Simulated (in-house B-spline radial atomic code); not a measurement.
Configurations of the cadmium ion Cd⁵⁺, with energies counted from [Kr] 4d7. Level of theory: scalar-relativistic (X2C) LC-wPBE, spin-polarised, spherical fractional occupations, exact exchange averaged over the configuration, Fermi nucleus of rms radius 4.6087 fm; calculated with a B-spline radial code for spherical atoms. Shells without spins written out take the highest spin.

Occupations are held fixed; configurations that lie above the ionisation limit could autoionise.

| configuration | E - E(ref) (eV) | highest orbital | its <r> (bohr) |
| --- | --- | --- | --- |
| [Kr] 4d6 5d1 | 48.727 | 5d up | 2.754 |
| [Ar] 3d10 4s2 4p5 4d8 | 58.934 | 4d down | 1.111 |
| [Ar] 3d10 4s2 4p5 4d7 5s1 | 82.042 | 5s up | 1.956 |
| [Ar] 3d10 4s2 4p5 4d7 5d1 | 108.43 | 5d up | 2.743 |

Task: Order these further configurations by energy, lowest first.
A. [Kr] 4d6 5f1
B. [Ar] 3d10 4s2 4p5 4d7 5p1
C. [Ar] 3d10 4s2 4p5 4d7 5f1
D. [Kr] 4d6 5s1

Result: D (22.43 eV), A (63.111 eV), B (92.978 eV), C (122.8 eV).
